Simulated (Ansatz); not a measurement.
CH9ClN2Si2 (SMILES CN([SiH2]N)[SiH2]Cl), singlet, geometry from GFN2-xTB; PBE0/def2-TZVPP in Ansatz (a program for electronic structure).

Input for Ansatz:
Ansatz 0.2 input:
```yaml
crystal:
  periodic: [false, false, false]
  atoms:
    - {symbol: Si, position_ang: [1.54364786, 0.31062309, 0.03015597]}
    - {symbol: Cl, position_ang: [1.62352620, -1.32654502, -1.12062222]}
    - {symbol: N, position_ang: [-0.09312222, 0.54538954, 0.50501540]}
    - {symbol: C, position_ang: [-0.31471687, 1.58450572, 1.49447179]}
    - {symbol: Si, position_ang: [-1.45378536, -0.32276313, -0.17034426]}
    - {symbol: N, position_ang: [-2.86464031, 0.41840077, 0.48834220]}
    - {symbol: H, position_ang: [2.05144683, 1.43842645, -0.75600351]}
    - {symbol: H, position_ang: [2.36685051, 0.08409681, 1.21799463]}
    - {symbol: H, position_ang: [-0.31187669, 2.57465974, 1.02954696]}
    - {symbol: H, position_ang: [-1.27020534, 1.43046401, 1.98698741]}
    - {symbol: H, position_ang: [0.47336815, 1.56693419, 2.24755006]}
    - {symbol: H, position_ang: [-1.48508811, -1.69639551, 0.32906486]}
    - {symbol: H, position_ang: [-1.34499338, -0.25231068, -1.63265415]}
    - {symbol: H, position_ang: [-3.73113103, -0.07692705, 0.36159263]}
    - {symbol: H, position_ang: [-3.01375268, 1.39871164, 0.30880098]}
basis:
  gaussian:
    orbitals: def2-TZVPP
hamiltonian:
  xc: pbe0
```

The log (banner, timings and long lists left out):

```
Functional definition: PBE0
1928 factors; their error is unknown
mean field evaluation 1: about -32419.3383 eV, gradient 8.0e1 eV
mean field evaluation 2: about -32399.7465 eV, gradient 1.2e2 eV
mean field evaluation 4: about -32431.6647 eV, gradient 7.2e0 eV
mean field evaluation 8: about -32431.7633 eV, gradient 3.8e-1 eV
mean field evaluation 16: about -32431.8290 eV, gradient 4.0e-4 eV
mean field -32431.82896045 eV, -1191.8477312134 hartree, gradient 5.6e-5 eV, S^2 0.000000; 0 other end points of the search recorded, 0 dependent functions left out
reference -32431.82899871 eV, -1191.8477326192 hartree; 37, 37 occupied and 308, 308 virtual orbitals, 1928 factors
Total energy: -32431.82899871 eV, -1191.8477326192 hartree
```
